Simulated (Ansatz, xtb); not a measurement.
# Relative energy of two isomers of C3H4F3N

Structure a is `[H]/N=C/CC(F)(F)F`, a singlet and structure b is `C/N=C/C(F)(F)F`, a singlet. Both are isolated molecules in the gas phase, relaxed with PBE0-D3(BJ)/def2-SVP; the shapes shown needn't be the lowest conformers.

a (Å):

```csv
atom,x (Å),y (Å),z (Å)
C,-0.5844,0.2137,-0.4326
C,0.3846,0.0526,0.7003
C,0.6964,-1.3907,1.0028
F,-0.4102,-2.0656,1.3448
F,1.5595,-1.4998,2.0138
F,1.2266,-2.0115,-0.0537
N,-0.3517,1.0305,-1.3703
H,-1.1221,1.0257,-2.0454
H,-1.4957,-0.4114,-0.3688
H,-0.0379,0.4890,1.6203
H,1.3167,0.5815,0.4594
```

b (Å):

```yaml
atoms:
  - { symbol: C, position_ang: [-0.8972, -1.4397, 2.2487] }
  - { symbol: C, position_ang: [-0.5088, -1.5601, -0.0346] }
  - { symbol: C, position_ang: [-0.4185, -0.9766, -1.4222] }
  - { symbol: F, position_ang: [-1.2689, -1.6123, -2.2374] }
  - { symbol: F, position_ang: [-0.6913, 0.3148, -1.4593] }
  - { symbol: F, position_ang: [0.8128, -1.1632, -1.9130] }
  - { symbol: N, position_ang: [-0.8232, -0.8425, 0.9479] }
  - { symbol: H, position_ang: [-0.6605, -2.5211, 2.2695] }
  - { symbol: H, position_ang: [-1.9091, -1.2843, 2.6551] }
  - { symbol: H, position_ang: [-0.2098, -0.9072, 2.9249] }
  - { symbol: H, position_ang: [-0.2782, -2.6429, 0.0168] }
```

Quicker runs give these differences E(b) − E(a): GFN2-xTB +0.1 kcal/mol; HF/STO-3G +2.4 kcal/mol (at GFN2-xTB geometries); r2SCAN-D4/def2-SVP +8.8 kcal/mol (at GFN2-xTB geometries).

Q: Estimate E(b) − E(a) at the level CCSD(T)/def2-SVP + ΔMP2/def2-TZVPP.

A: Calculated at CCSD(T)/def2-SVP + ΔMP2/def2-TZVPP: E(b) − E(a) = +10.5 kcal/mol, so structure a lies lower.

Level by level:

```json
{"level": "GFN2-xTB", "geometry": "GFN2-xTB", "E(b) − E(a) (kcal/mol)": "+0.1", "departure from the last row (kcal/mol)": "−10.4", "job, with rough time for the two": "optimisation, 0.32 s"}
{"level": "HF/STO-3G", "geometry": "GFN2-xTB", "E(b) − E(a) (kcal/mol)": "+2.4", "departure from the last row (kcal/mol)": "−8.1", "job, with rough time for the two": "single point, 0.68 s"}
{"level": "r2SCAN-D4/def2-SVP", "geometry": "GFN2-xTB", "E(b) − E(a) (kcal/mol)": "+8.8", "departure from the last row (kcal/mol)": "−1.7", "job, with rough time for the two": "single point, 4.2 s"}
{"level": "PBE0-D3(BJ)/def2-SVP", "geometry": "PBE0-D3(BJ)/def2-SVP", "E(b) − E(a) (kcal/mol)": "+9.3", "departure from the last row (kcal/mol)": "−1.2", "job, with rough time for the two": "optimisation, 52 s"}
{"level": "HF/def2-SVP", "geometry": "PBE0-D3(BJ)/def2-SVP", "E(b) − E(a) (kcal/mol)": "+9.7", "departure from the last row (kcal/mol)": "−0.8", "job, with rough time for the two": "part of the CCSD(T) run"}
{"level": "MP2/def2-SVP", "geometry": "PBE0-D3(BJ)/def2-SVP", "E(b) − E(a) (kcal/mol)": "+10.5", "departure from the last row (kcal/mol)": "0.0", "job, with rough time for the two": "part of the CCSD(T) run"}
{"level": "CCSD(T)/def2-SVP", "geometry": "PBE0-D3(BJ)/def2-SVP", "E(b) − E(a) (kcal/mol)": "+10.1", "departure from the last row (kcal/mol)": "−0.4", "job, with rough time for the two": "single point"}
{"level": "CCSD(T)/def2-SVP + ΔMP2/def2-TZVPP", "geometry": "PBE0-D3(BJ)/def2-SVP", "E(b) − E(a) (kcal/mol)": "+10.5", "departure from the last row (kcal/mol)": "", "job, with rough time for the two": "single point, 65 s"}
```

As drawn, b has 1 C–N, 1 C–H in place of 1 N–H, 1 C–C.

GFN2-xTB finds them nearly level. The largest departure from CCSD(T)/def2-SVP + ΔMP2/def2-TZVPP is that of GFN2-xTB, 10.4 kcal/mol. The last row adds to CCSD(T) the change of the MP2 difference between the two basis sets, here +0.4 kcal/mol.

With thermal terms from frequencies at re-optimised GFN2-xTB minima (ideal gas, soft modes damped towards free rotors, one conformer each, 298.15 K, 1 atm): on the last row, ΔE + ΔZPE = +9.9, ΔH = +10.1, ΔG = +9.9 kcal/mol.

The correlated steps freeze 7 core orbitals. Run with Ansatz 0.2.0, xtb 6.7.1; the last row on 2 threads of Intel(R) Xeon(R) Platinum 8259CL CPU @ 2.50GHz (Skylake/Cascade Lake) on a shared host.
